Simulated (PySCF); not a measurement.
Isomers of CH10Si3. All species are isolated molecules in the gas phase. One relaxed conformer stands for each flexible species; it need not be the lowest. Strings in code marks are SMILES.

Calculation: PBE-D3(BJ)/def2-TZVP // B3LYP-D3(BJ)/def2-TZVP in PySCF. All candidates: neutral, multiplicity 1. 

```json
{
 "HOMO": "-6.71 eV",
 "LUMO": "-0.96 eV",
 "HOMO–LUMO gap": "5.75 eV"
}
```

Question: Which member has these values?
A. `C[SiH2][SiH2][SiH3]` (C–Si–Si–Si torsion 59°)
B. `[SiH3]C[SiH2][SiH3]` (Si–C–Si–Si torsion 56°)
C. `[SiH3]C([SiH3])[SiH3]`

Answer: A, `C[SiH2][SiH2][SiH3]` (C–Si–Si–Si torsion 59°). The others give `[SiH3]C([SiH3])[SiH3]`: -7.56 eV, -0.87 eV, 6.68 eV; `[SiH3]C[SiH2][SiH3]` (Si–C–Si–Si torsion 56°): -6.98 eV, -0.93 eV, 6.05 eV
